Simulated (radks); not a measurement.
Isoelectronic series with 1 electrons, each ion in its NIST ground configuration. All-electron calculation, scalar-relativistic Kohn-Sham, r2SCAN, spin-polarised, spherical densities, finite nucleus; open shells are filled with parallel spins first (spin-orbit coupling, left out, can overturn this in heavy ions); meta-GGA in the generalised Kohn-Sham scheme; Fermi nuclear charge, rms radius of each element as measured or else 0.836 A^(1/3) + 0.57 fm. Program: a radial shooting solver on a logarithmic mesh with Libxc functionals. Total energies (hartree) and mean radii <r> (bohr) (* marks an orbital that is empty in some or all of the ions):

ion    configuration  E (hartree)  2s up*    1s up
Mo41+            1s1   -903.78393  0.1394  0.03458
Tc42+            1s1   -948.49019  0.1359  0.03372
Ru43+            1s1   -994.36364  0.1325  0.03290
Rh44+            1s1  -1041.41492  0.1293  0.03211
Pd45+            1s1  -1089.65226  0.1263  0.03135
Ag46+            1s1  -1139.08616  0.1233  0.03063
Cd47+            1s1  -1189.72513  0.1205  0.02994
In48+            1s1  -1241.58188  0.1178  0.02927
Sn49+            1s1  -1294.66518  0.1152  0.02863
